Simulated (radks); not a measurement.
Question: Species: Al IX. Configuration: [He] 2s2 2p1. All-electron calculation, non-relativistic Kohn-Sham, PBE, spin-polarised, spherical densities, point nucleus; open shells are filled with parallel spins first. Program: a radial shooting solver on a logarithmic mesh with Libxc functionals. Some entries of the table are withheld. Estimate them.

orbital  occ.  eigenvalue (eV)  <r^2> (bohr^2)  <1/r> (bohr^-1)
1s up       1        -1810.294         0.01934            12.61
1s down     1        -1807.716         0.01928            12.63
2s up       1              (1)          0.3363            2.752
2s down     1              (2)          0.3409            2.729
2p up       1        -307.6807          0.2717            2.682
2p down     0        -301.5276          0.2766            2.666
3s up       0              (3)             (4)            1.108
3s down     0              (5)             (6)            1.100
3p up       0        -119.3391           1.909            1.079
3p down     0        -117.8426           1.944            1.072

Answer: 
(1) 2s up eigenvalue (eV): -335.8559
(2) 2s down eigenvalue (eV): -330.3964
(3) 3s up eigenvalue (eV): -127.6538
(4) 3s up <r^2> (bohr^2): 1.965
(5) 3s down eigenvalue (eV): -126.2178
(6) 3s down <r^2> (bohr^2): 1.995
